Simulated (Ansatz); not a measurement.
Compare A (`CO[Si]1(Cl)CO1`) with its isomer B (`CC(=O)O[SiH2]Cl`).

Gas-phase electronic energies from Ansatz, PBE0-D4/def2-TZVP geometries. CCSD(T)/CBS adds triple-zeta CCSD(T) − MP2 to the extrapolated MP2 energy (def2 sets, frozen cores). DFT in def2-TZVPP. One conformer a species, not always the lowest.

Q: Which is lower in electronic energy at CCSD(T)/CBS, and by how much? (Best estimate.)

A: The calculation gave: B, by 84.8 kJ/mol.

Q: Give E(B) − E(A) in kJ/mol with CCSD(T)/def2-TZVPP, B2PLYP, ωB97M-V, CCSD/def2-TZVPP, MP2/def2-TZVPP, r2SCAN-D4, PBE0-D4. (Best estimate.)

A: Computed: CCSD(T)/def2-TZVPP -90.8, B2PLYP -93.0, ωB97M-V -89.7, CCSD/def2-TZVPP -91.0, MP2/def2-TZVPP -85.6, r2SCAN-D4 -90.0, PBE0-D4 -89.5. None reverses the order clearly.

Largest T1 diagnostic: 0.014.

In def2-TZVPP, CCSD(T) changes the Hartree–Fock value by +29.1 kJ/mol (the triples alone add +0.3 kJ/mol) and MP2 by +34.3 kJ/mol.
